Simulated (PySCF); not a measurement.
Species: C2H2BF5O2.
Z-matrix (Å and degrees, PBE0-D3(BJ)/def2-SVP geometry), rows numbered from 1:
```
F 
C   1  1.3290
F   2  1.3384  1  108.35
O   2  1.3730  1  107.43  3  -118.04
B   4  1.3528  2  122.90  1  -165.65
O   5  1.3767  4  117.53  2     2.25
C   6  1.3512  5  122.56  4  -179.31
F   7  1.3284  6  111.46  5   -59.37
F   7  1.3274  6  111.26  5    61.31
F   7  1.3180  6  108.67  5  -178.99
H   2  1.1026  1  109.96  3   119.16
H   5  1.1986  4  119.69  2  -178.57
```

Computed with PySCF at PBE0/pcSseg-1, non-relativistic, on one gas-phase PBE0-D3(BJ)/def2-SVP geometry that isn't relaxed in the solvent. The solvent is an IEF-PCM continuum (Bondi radii, 1.10 Å for H, scaled by 1.2). Only the electrostatic response of the medium enters.

```json
{"run": "gas", "E − E(gas) (kcal/mol)": "0.00", "HOMO (eV)": "-10.45", "HOMO–LUMO gap (eV)": "9.89", "dipole (D)": "1.15"}
{"run": "P", "E − E(gas) (kcal/mol)": "-1.33", "HOMO (eV)": "-10.33", "HOMO–LUMO gap (eV)": "9.92", "dipole (D)": "1.24"}
{"run": "Q", "E − E(gas) (kcal/mol)": "-2.45", "HOMO (eV)": "-10.25", "HOMO–LUMO gap (eV)": "9.94", "dipole (D)": "1.33"}
```

Q: The runs were made in chloroform and cyclohexane. Which run belongs to which solvent?

A: P = cyclohexane, Q = chloroform. The dielectric constants are 2.017 (cyclohexane), 4.711 (chloroform), and the energy falls further as ε rises. In this model the ground state sees the solvent through ε alone.

Q: How constant is the ratio of the lowering to (ε − 1)/(2ε + 1)?

A: 
```
    solvent  (ε − 1)/(2ε + 1)  E − E(gas) (kcal/mol)  ratio (kcal/mol)  polarisation term (kcal/mol)
cyclohexane             0.202                  -1.33              -6.6                         -1.39
 chloroform             0.356                  -2.45              -6.9                         -2.64
```

The ratio changes by +4.1 % in size from cyclohexane to chloroform. The polarisation term is half the interaction of the solute with the induced surface charges.

Hardware: one thread of an Intel Xeon at 2.50 GHz, on a shared host. Cost: 60 s of wall time, 0.97 GiB resident at most. This is the whole shielding run at PBE0/pcSseg-1 in chloroform, SCF included.
